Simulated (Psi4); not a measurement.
HfO$_{2}$ (SMILES [O]=[Hf]=[O]), singlet, geometry from GFN2-xTB (such geometries of metal compounds can be far from the true shape) (core potentials on Hf), atoms displaced at random by about 0.05 Å a coordinate; Psi4 with PBE0/def2-SVP.

Input for Psi4:
```
memory 2 GB

molecule mol {
0 1
Hf    0.082956   -0.086222    0.114782
O     0.560792    0.330659   -1.640564
O    -1.629886   -0.244393    0.326562
}

set {
  basis def2-svp
  reference rks
}

optimize('pbe0')
print_variables()
```

Problem. Write the output that Psi4 gives for this input, abridged.

Solution. 
```
invalid escape sequence '\d'

gradient() will perform analytic gradient computation.

   => Loading Basis Set <=

    Name: DEF2-SVP
    Role: ORBITAL
    Keyword: BASIS

    !!!  WARNING: ECP capability is in beta. Please check occupations closely.  !!!

         ---------------------------------------------------------
                                   SCF
               by Justin Turney, Rob Parrish, Andy Simmonett
                          and Daniel G. A. Smith
                              RKS Reference
         ---------------------------------------------------------

  ==> Geometry <==

    Molecular point group: cs
    Full point group: Cs

    Geometry (in Angstrom), charge = 0, multiplicity = 1:

       Center              X                  Y                   Z               Mass
    ------------   -----------------  -----------------  -----------------  -----------------
         HF          -0.117969285224    -0.093394985233     0.000000000000   179.946557000000
         O            1.685944288241    -0.572198086979     0.000000000000    15.994914619570
         O           -0.358762042336     1.622913669621     0.000000000000    15.994914619570

  Running in cs symmetry.

  Rotational constants: A =      0.63104  B =      0.23333  C =      0.17034 [cm^-1]
  Rotational constants: A =  18918.23734  B =   6995.06841  C =   5106.81137 [MHz]
  Nuclear repulsion =   67.820530087291260

  Charge       = 0
  Multiplicity = 1
  Electrons    = 28
  Nalpha       = 14
  Nbeta        = 14

  ==> Algorithm <==

  SCF Algorithm Type is DF.
  DIIS enabled.
  MOM disabled.
  Fractional occupation disabled.
  Guess Type is SAD.
  Energy threshold   = 1.00e-08
  Density threshold  = 1.00e-08
  Integral threshold = 1.00e-12

  ==> Primary Basis <==

  Basis Set: DEF2-SVP
    Blend: DEF2-SVP
    Number of shells: 24
    Number of basis functions: 60
    Number of Cartesian functions: 67
    Spherical Harmonics?: true
    Max angular momentum: 3

  Core potential: DEF2-SVP
    Number of shells: 4
    Number of ECP primitives: 10
    Number of ECP core electrons: 60
    Max angular momentum: 3

  ==> DFT Potential <==

   => LibXC <=

    Version 7.1.2
    S. Lehtola, C. Steigemann, M. J. T. Oliveira, and M. A. L. Marques,  SoftwareX 7, 1–5 (2018) (10.1016/j.softx.2017.11.002)

   => Composite Functional: PBE0 <=

    PBE0 Hyb-GGA Exchange-Correlation Functional

    C. Adamo and V. Barone,  J. Chem. Phys. 110, 6158 (1999) (10.1063/1.478522)
    M. Ernzerhof and G. E. Scuseria,  J. Chem. Phys. 110, 5029 (1999) (10.1063/1.478401)

    Deriv               =              1
    GGA                 =           TRUE
    Meta                =          FALSE

    Exchange Hybrid     =           TRUE
    MP2 Hybrid          =          FALSE

   => Exchange Functionals <=

    0.7500   Perdew, Burke & Ernzerhof

   => Exact (HF) Exchange <=

    0.2500               HF

   => Correlation Functionals <=

    1.0000   Perdew, Burke & Ernzerhof

   => LibXC Density Thresholds  <==

    XC_HYB_GGA_XC_PBEH:  1.00E-15

   => Molecular Quadrature <=

    Radial Scheme          =       TREUTLER
    Pruning Scheme         =           NONE
    Nuclear Scheme         =       TREUTLER

    Blocking Scheme        =         OCTREE
    BS radius alpha        =              1
    Pruning alpha          =              1
    Radial Points          =             75
    Spherical Points       =            302
    Total Points           =          65740
    Total Blocks           =            577
    Max Points             =            256
    Max Functions          =             59
    Weights Tolerance      =       1.00E-15

   => Loading Basis Set <=

    Name: (DEF2-SVP AUX)
    Role: JKFIT
    Keyword: DF_BASIS_SCF

  ==> Integral Setup <==

  SCF_SUBTYPE=INCORE selected. In-core MEM_DF algorithm will be used.
  Using in-core AOs.

  ==> MemDFJK: Density-Fitted J/K Matrices <==

    J tasked:                   Yes
    K tasked:                   Yes
    wK tasked:                   No
    Algorithm:                 Core
    Schwarz Cutoff:           1E-12
    Mask sparsity (%):       1.0556
    Fitting Condition:        1E-10

   => Auxiliary Basis Set <=

  Basis Set: (DEF2-SVP AUX)
    Blend: DEF2-UNIVERSAL-JKFIT
    Number of shells: 95
    Number of basis functions: 381
    Number of Cartesian functions: 527
    Spherical Harmonics?: true
    Max angular momentum: 6

  Minimum eigenvalue in the overlap matrix is 1.5117790426E-02.
  Reciprocal condition number of the overlap matrix is 3.9910905547E-03.
    Using symmetric orthogonalization.

  ==> Pre-Iterations <==

  SCF Guess: Superposition of Atomic Densities via on-the-fly atomic UHF (no occupation information).

   -------------------------
    Irrep   Nso     Nmo
   -------------------------
     A'        42      42
     A"        18      18
   -------------------------
    Total      60      60
   -------------------------

  ==> Iterations <==

                           Total Energy        Delta E     RMS |[F,P]|

   @DF-RKS iter SAD:  -197.17465274327185   -1.97175e+02   0.00000e+00
   @DF-RKS iter   1:  -197.42723523602029   -2.52582e-01   2.82910e-02 DIIS/ADIIS
   @DF-RKS iter   2:  -185.02901637162933    1.23982e+01   9.17410e-02 DIIS/ADIIS
   @DF-RKS iter   3:  -196.30557435253175   -1.12766e+01   4.26212e-02 DIIS/ADIIS
   @DF-RKS iter   4:  -198.15490830282684   -1.84933e+00   4.57708e-03 DIIS/ADIIS
   @DF-RKS iter   5:  -198.09516464031569    5.97437e-02   9.28112e-03 DIIS/ADIIS
   @DF-RKS iter   6:  -198.17070048695439   -7.55358e-02   1.38740e-03 DIIS/ADIIS
   @DF-RKS iter   7:  -198.17247302013286   -1.77253e-03   3.12153e-04 DIIS/ADIIS
   @DF-RKS iter   8:  -198.17256949850008   -9.64784e-05   3.95003e-05 DIIS
   @DF-RKS iter   9:  -198.17257412773006   -4.62923e-06   9.24468e-06 DIIS
   @DF-RKS iter  10:  -198.17257494345250   -8.15722e-07   9.85805e-06 DIIS
   @DF-RKS iter  11:  -198.17257522194910   -2.78497e-07   1.12153e-06 DIIS
[...]
  @DF-RKS Final Energy:  -198.17257522748665
    Total Energy =                       -198.1725752274866466
  @DF-RKS Final Energy:  -198.17928327982696
    Total Energy =                       -198.1792832798269615
  @DF-RKS Final Energy:  -198.18001897750185
    Total Energy =                       -198.1800189775018453
  @DF-RKS Final Energy:  -198.18013712466325
    Total Energy =                       -198.1801371246632471
  @DF-RKS Final Energy:  -198.18016214116500
    Total Energy =                       -198.1801621411649990
  @DF-RKS Final Energy:  -198.18016177735007
    Total Energy =                       -198.1801617773500652
[...]

  ==> Basis Set <==

  Basis Set: DEF2-SVP
    Blend: DEF2-SVP
    Number of shells: 24
    Number of basis functions: 60
    Number of Cartesian functions: 67
    Spherical Harmonics?: true
    Max angular momentum: 3

  Core potential: DEF2-SVP
    Number of shells: 4
    Number of ECP primitives: 10
    Number of ECP core electrons: 60
    Max angular momentum: 3

  ==> DFJKGrad: Density-Fitted SCF Gradients <==

    Gradient:                    1
    J tasked:                  Yes
    K tasked:                  Yes
    wK tasked:                  No
    Integrals threads:           1
    Schwarz Cutoff:          1E-12
    Fitting Condition:       1E-10

   => Auxiliary Basis Set <=

  Basis Set: (DEF2-SVP AUX)
    Blend: DEF2-UNIVERSAL-JKFIT
    Number of shells: 95
    Number of basis functions: 381
    Number of Cartesian functions: 527
    Spherical Harmonics?: true
    Max angular momentum: 6

  ==> DFT Potential <==

   => LibXC <=

    Version 7.1.2
    S. Lehtola, C. Steigemann, M. J. T. Oliveira, and M. A. L. Marques,  SoftwareX 7, 1–5 (2018) (10.1016/j.softx.2017.11.002)

   => Composite Functional: PBE0 <=

    PBE0 Hyb-GGA Exchange-Correlation Functional

    C. Adamo and V. Barone,  J. Chem. Phys. 110, 6158 (1999) (10.1063/1.478522)
    M. Ernzerhof and G. E. Scuseria,  J. Chem. Phys. 110, 5029 (1999) (10.1063/1.478401)

    Deriv               =              1
    GGA                 =           TRUE
    Meta                =          FALSE

    Exchange Hybrid     =           TRUE
    MP2 Hybrid          =          FALSE

   => Exchange Functionals <=

    0.7500   Perdew, Burke & Ernzerhof

   => Exact (HF) Exchange <=

    0.2500               HF

   => Correlation Functionals <=

    1.0000   Perdew, Burke & Ernzerhof

   => LibXC Density Thresholds  <==

    XC_HYB_GGA_XC_PBEH:  1.00E-15

   => Molecular Quadrature <=

    Radial Scheme          =       TREUTLER
    Pruning Scheme         =           NONE
    Nuclear Scheme         =       TREUTLER

    Blocking Scheme        =         OCTREE
    BS radius alpha        =              1
    Pruning alpha          =              1
    Radial Points          =             75
    Spherical Points       =            302
    Total Points           =          65708
    Total Blocks           =            581
    Max Points             =            255
    Max Functions          =             59
    Weights Tolerance      =       1.00E-15

  -Total Gradient:
     Atom            X                  Y                   Z
    ------   -----------------  -----------------  -----------------
       1        0.000469126459     0.000190726535     0.000000000000
       2       -0.000025490588     0.000308722938     0.000000000000
       3        0.000279650628     0.000164744060     0.000000000000

    			-----------------------------------------

    			 OPTKING 3.0: for geometry optimizations

    			     By R.A. King, Bethel University

    			        with contributions from

    			    A.V. Copan, J. Cayton, A. Heide

    			-----------------------------------------

	                            ===> Fragment 1 <==

	 Z (Atomic Numbers)          Masses                          Geom
	      72.000000            179.946557        -0.22292340 -0.20323115  0.00000000
	       8.000000            15.994915          3.07399276 -0.85383216  0.00000000
	       8.000000            15.994915         -0.56605196  3.14023048  0.00000000

	 - Coordinate -           - BOHR/RAD -       - ANG/DEG -
	 R(1,2)           =         3.360497           1.778298
	 R(1,3)           =         3.361023           1.778577
	 B(2,1,3)         =         1.867898         107.022670

	        --- Internal Coordinate Step in ANG or DEG, aJ/ANG or AJ/DEG ---
	-------------------------------------------------------------------------------
	           Coordinate      Previous         Force          Change          New
	           ----------      --------        ------          ------        ------
	               R(1,2)       1.77830        0.00230        0.00033       1.77863
	               R(1,3)       1.77858        0.00049        0.00007       1.77865
	             B(2,1,3)     107.02267        0.00001        0.02712     107.04979
	-------------------------------------------------------------------------------

	                                 ==> Convergence Check <==

	Measures of convergence in internal coordinates in au.

	Criteria marked as inactive (o), active & met (*), and active & unmet ( ).

	----------------------------------------------------------------------------------------------
	   Step    Total Energy     Delta E     Max Force     RMS Force      Max Disp      RMS Disp
	----------------------------------------------------------------------------------------------
	  Convergence Criteria     1.00e-06 *    3.00e-04 *             o    1.20e-03 *             o
	----------------------------------------------------------------------------------------------
	     6    -198.18016178    3.64e-07 *    2.79e-04 *    1.77e-04 o    6.23e-04 *    4.58e-04 o  ~
	----------------------------------------------------------------------------------------------

Next Geometry in Ang
	Fragment 1 (Ang)

	   Hf  -0.1179192016  -0.1073789971   0.0000000000
	    O   1.6269649926  -0.4521922936   0.0000000000
	    O  -0.2998666608   1.6619358843   0.0000000000

    Final optimized geometry and variables:
    Molecular point group: cs
    Full point group: Cs

    Geometry (in Angstrom), charge = 0, multiplicity = 1:

    HF          -0.117965984772    -0.107545293841     0.000000000000
    O            1.626686912323    -0.451828520784     0.000000000000
    O           -0.299541797289     1.661738408301     0.000000000000

  Variable Map:
  ----------------------------------------------------------------------------
[...]
  Array Variable Map:
  ----------------------------------------------------------------------------
[...]
Optimizer: Optimization complete!
```
